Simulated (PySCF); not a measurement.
C4H9 (SMILES [CH2]C(C)C), doublet, at a GFN2-xTB geometry; CCSD(T)/STO-3G (PySCF).

PySCF was given this input:
```python
from pyscf import gto, scf, cc

mol = gto.Mole()
mol.atom = '''
    C     0.00343895    0.02707874    0.36145372
    H     0.01593184   -0.10399431    1.46074042
    C     0.00475813    1.46920007    0.05225443
    H    -0.91648563    2.00955334   -0.04081729
    H     0.92724045    2.01071965   -0.02101528
    C     1.25810793   -0.66327342   -0.18430821
    H     1.28125383   -0.59348488   -1.26953638
    H     2.15523034   -0.19293024    0.21094343
    H     1.26733551   -1.71452144    0.09490627
    C    -1.26527340   -0.65633136   -0.15779662
    H    -1.31206581   -0.58413275   -1.24212382
    H    -1.27317201   -1.70816785    0.11918081
    H    -2.15145821   -0.18308581    0.25810204
'''
mol.basis = 'sto-3g'
mol.spin = 1
mol.verbose = 3
mol.build()

mf = scf.UHF(mol)
mf.kernel()

mycc = cc.CCSD(mf)
mycc.kernel()
et = mycc.ccsd_t()
print('E(CCSD(T)) = %.10f' % (mycc.e_tot + et))
mf.analyze()
```

Problem. What does PySCF print? Leave out banner, timings and long lists.

Solution. 
```
converged SCF energy = -154.819626382002  <S^2> = 0.76530829  2S+1 = 2.0152501
E(UCCSD) = -155.0776438851691  E_corr = -0.2580175031666876
UCCSD(T) correction = -0.00147569346536045
E(CCSD(T)) = -155.0791195786
**** MO energy ****
                             alpha | beta                alpha | beta
MO #1   energy= -11.048452734081   | -11.0526503577575  occ= 1 | 1
MO #2   energy= -11.0321339821807  | -11.0312393181528  occ= 1 | 1
MO #3   energy= -11.0320393616131  | -11.0310876995268  occ= 1 | 1
MO #4   energy= -10.9987990775445  | -10.9679879009178  occ= 1 | 1
MO #5   energy= -1.04894823984651  | -1.03333009035505  occ= 1 | 1
MO #6   energy= -0.894199872792342 | -0.892501280550315 occ= 1 | 1
MO #7   energy= -0.89116690074773  | -0.8257479979376   occ= 1 | 1
MO #8   energy= -0.730654929368539 | -0.706603469752851 occ= 1 | 1
MO #9   energy= -0.597833064516154 | -0.586656205098344 occ= 1 | 1
MO #10  energy= -0.574628385811305 | -0.563735962082331 occ= 1 | 1
MO #11  energy= -0.563928374521092 | -0.560433783601353 occ= 1 | 1
MO #12  energy= -0.509454842878962 | -0.508764583472734 occ= 1 | 1
MO #13  energy= -0.48956228928216  | -0.485005998500765 occ= 1 | 1
MO #14  energy= -0.461185120242279 | -0.438858670277351 occ= 1 | 1
MO #15  energy= -0.444042500008323 | -0.42880512837389  occ= 1 | 1
MO #16  energy= -0.425696173202873 | -0.424734324117766 occ= 1 | 1
MO #17  energy= -0.309946038401027 | 0.331578844798544  occ= 1 | 0
MO #18  energy= 0.614439238191108  | 0.623745603030786  occ= 0 | 0
MO #19  energy= 0.620993112775883  | 0.631047686637521  occ= 0 | 0
MO #20  energy= 0.626928296895159  | 0.643407796754123  occ= 0 | 0
MO #21  energy= 0.694070749994563  | 0.716018610483638  occ= 0 | 0
MO #22  energy= 0.712193688875187  | 0.723527747822776  occ= 0 | 0
MO #23  energy= 0.72265951919874   | 0.735814073594876  occ= 0 | 0
MO #24  energy= 0.761971662883432  | 0.764107685996675  occ= 0 | 0
MO #25  energy= 0.77345147505184   | 0.774417935947416  occ= 0 | 0

To work with the spin densities directly, `use mulliken_meta_spin()` only printing them here.

 ** Mulliken spin pop alpha/beta on meta-lowdin orthogonal AOs **
 ** Mulliken Spin Density (per atom)  **
spin density of  0 C =     -0.11573
spin density of  1 H =      0.05296
spin density of  2 C =      1.15934
spin density of  3 H =     -0.06560
spin density of  4 H =     -0.06557
spin density of  5 C =      0.02451
spin density of  6 H =     -0.00230
spin density of  7 H =     -0.00192
spin density of  8 H =     -0.00214
spin density of  9 C =      0.02272
spin density of  10 H =     -0.00220
spin density of  11 H =     -0.00221
spin density of  12 H =     -0.00184
 ** Mulliken pop alpha/beta on meta-lowdin orthogonal AOs **
 ** Mulliken atomic charges   ( Nelec_alpha | Nelec_beta ) **
charge of  0C =      0.01334  (     2.93546      3.05120 )
charge of  1H =      0.02231  (     0.51533      0.46237 )
charge of  2C =     -0.07491  (     3.61712      2.45778 )
charge of  3H =      0.02800  (     0.45320      0.51880 )
charge of  4H =      0.02784  (     0.45329      0.51886 )
charge of  5C =     -0.10149  (     3.06300      3.03849 )
charge of  6H =      0.03065  (     0.48352      0.48583 )
charge of  7H =      0.03141  (     0.48334      0.48526 )
charge of  8H =      0.03107  (     0.48339      0.48554 )
charge of  9C =     -0.10151  (     3.06211      3.03939 )
charge of  10H =      0.03071  (     0.48354      0.48575 )
charge of  11H =      0.03112  (     0.48333      0.48555 )
charge of  12H =      0.03145  (     0.48336      0.48519 )
Dipole moment(X, Y, Z, Debye): -0.00104, -0.06195,  0.04627
```
